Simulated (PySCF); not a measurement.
Dipole response of N²⁺ (nitrogen, charge +2)

[He] 2s2 2p1, 2P determinant. Calculation: PySCF 2.14, in aug-cc-pCVTZ-DK; the spin-free X2C one-electron Hamiltonian (Gaussian nucleus). Coupled (time-dependent) response in atomic units; α is the mean over directions.

```tsv
method	mean α (bohr³)	α xx, yy, zz	C₆ (like pair)	S(−4)
UHF	2.699	2.809, 2.479, 2.809	3.821	8.973
PBE	2.579	2.691, 2.354, 2.691	3.661	6.789
PBE0	2.591	2.706, 2.361, 2.706	3.676	6.971
BP86	2.575	2.688, 2.348, 2.688	3.655	6.751
revPBE	2.587	2.699, 2.364, 2.699	3.689	6.784
```

S(−4) is the Cauchy moment in α(ω) = α(0) + S(−4) ω² + …

α(iu) at UHF:

| u (hartree) | α(iu) (bohr³) |
| --- | --- |
| 0 | 2.699 |
| 0.0500 | 2.677 |
| 0.100 | 2.615 |
| 0.200 | 2.413 |
| 0.300 | 2.165 |
| 0.500 | 1.685 |
| 0.750 | 1.237 |
| 1.00 | 0.9381 |
| 1.50 | 0.5920 |
| 2.00 | 0.4074 |
| 3.00 | 0.2267 |
| 5.00 | 0.1001 |

A single London oscillator, α(iu) = α/(1 + u²/ω²), gives C₆ = (3/4) ω α². Matching the computed C₆ needs ω = 4 × 3.821 / (3 × 2.699²) = 0.699 hartree.

For an ion, C₆ is the dispersion term alone; charge-induced terms of lower order in 1/R come first.

The components differ because the open shell of this determinant is not spherical; for a pure term their mean is the scalar polarisability.
